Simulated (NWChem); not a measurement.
System: germanium monoxide (GeO, singlet); SMILES [O]=[Ge]

```xyz
2

Ge     0.0000     0.0000     0.3391
O      0.0000     0.0000    -1.2845
```
Atoms are numbered in this order, from 1.

All runs: NWChem. Pople sets run with spherical d functions. Low-valent species are run as closed-shell singlets; no triplet was tried in these runs. All runs use the structure optimised with PBE0/def2-SVP. GIAO values for the isolated, static molecule; σ is the absolute isotropic shielding, δ = σ(reference) − σ with the isolated reference molecule computed at the same levels (17O: water).

```
level                                 σ Ge1 (ppm)  δ O2 (ppm)
------------------------------------  -----------  ----------
PBE0/pcSseg-1                               932.7       744.9
B3LYP/6-311G**                         (withheld)  (withheld)
LDA (Slater exchange, VWN5)/pcSseg-1        883.0       768.2
PBE/pcSseg-1                                946.8       744.1
```

Problem. Complete the blanks.

Solution. 
- B3LYP/6-311G**, σ Ge1 (ppm): 909.5
- B3LYP/6-311G**, δ O2 (ppm): 778.0
